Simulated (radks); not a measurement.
The numbers below are computed, except where a source is named.
Isoelectronic series with 1 electrons, all held in the configuration 1s1, which need not be the ground one along the series. Level of theory: scalar-relativistic Kohn-Sham, PBE, spin-polarised, spherical densities, finite nucleus; open shells are filled with parallel spins first; Fermi nuclear charge, rms radius of each element as measured or else 0.836 A^(1/3) + 0.57 fm (a radial shooting solver on a logarithmic mesh with Libxc functionals). Total energies (hartree) and orbital eigenvalues (Ry):

H: E (hartree) -0.50000; 1s up -0.55819
He+: E (hartree) -1.99388; 1s up -3.08993
Li2+: E (hartree) -4.48784; 1s up -7.62098
Be3+: E (hartree) -7.98248; 1s up -14.15303
B4+: E (hartree) -12.47840; 1s up -22.68734
C5+: E (hartree) -17.97634; 1s up -33.22539
N6+: E (hartree) -24.47719; 1s up -45.76889
O7+: E (hartree) -31.98200; 1s up -60.31992
F8+: E (hartree) -40.49197; 1s up -76.88083
Ne9+: E (hartree) -50.00847; 1s up -95.45432
